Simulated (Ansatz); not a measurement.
`[SiH3]CBC=S` + H₂ → `CBC=S` + SiH₄ at 500 K and 1 bar (hydrogenolysis of a C–Si bond).

Computed with Ansatz on PBE0-D4/def2-TZVP structures; ΔE is electronic, products minus reactants. CBS: MP2 limit from def2 TZ/QZ plus the TZ coupled-cluster correction, frozen cores. This one scheme is used for every species. One conformer a species, not always the lowest.

```json
{"species": "`[SiH3]CBC=S`", "CCSD(T)/CBS energy (Eh)": "-791.93466", "H − E (kJ/mol)": "263.8", "S (J/(mol·K))": "435.3"}
{"species": "H₂", "CCSD(T)/CBS energy (Eh)": "-1.17544", "H − E (kJ/mol)": "41.0", "S (J/(mol·K))": "145.5"}
{"species": "`CBC=S`", "CCSD(T)/CBS energy (Eh)": "-501.64970", "H − E (kJ/mol)": "208.2", "S (J/(mol·K))": "364.3"}
{"species": "SiH₄", "CCSD(T)/CBS energy (Eh)": "-291.46306", "H − E (kJ/mol)": "102.4", "S (J/(mol·K))": "230.9"}
```

H − E and S are ideal-gas, rigid-rotor, harmonic terms from PBE0-D4/def2-TZVP, for one conformer and one mirror image of each species. For small species the MP2-based limit differs from directly extrapolated CCSD(T) by up to some mEh (0.8 for H₂); such offsets cancel only in part. 1 Eh = 2625.50 kJ/mol, R = 8.31446 J/(mol·K).

Problem. By hand: ΔE, ΔH, ΔS and ΔG.

Solution. ΔE = (-501.64970) + (-291.46306) − (-791.93466) − (-1.17544) = -0.00266 Eh = -7.0 kJ/mol. Δ(H − E) = 208.2 + 102.4 − 263.8 − 41.0 = 5.8, so ΔH = -1.2 kJ/mol. ΔS = 364.3 + 230.9 − 435.3 − 145.5 = 14.4 J/(mol·K). ΔG = -1.2 − 500 × (14.4)/1000 = -8.4 kJ/mol.

Problem. By hand: the equilibrium constant, and the temperature at which ΔG would vanish if ΔH and ΔS stayed fixed.

Solution. log₁₀ K = −ΔG/(RT ln 10) = 0.9. ΔH and −TΔS have one sign here, so there is no such temperature. One of them is within its doubt of zero, so this could turn.

TΔS isn't small against ΔH here. A doubt of 5 kJ/mol in ΔE shifts log₁₀ K by 0.5 here. Other conformers and mirror images would add mixing entropy, several J/(mol·K) or more a flexible species. These are equilibria of isolated gas molecules and say nothing of rates. Largest T1 diagnostic: 0.019 (customary marks: 0.02 for closed shells, 0.045 for open ones).
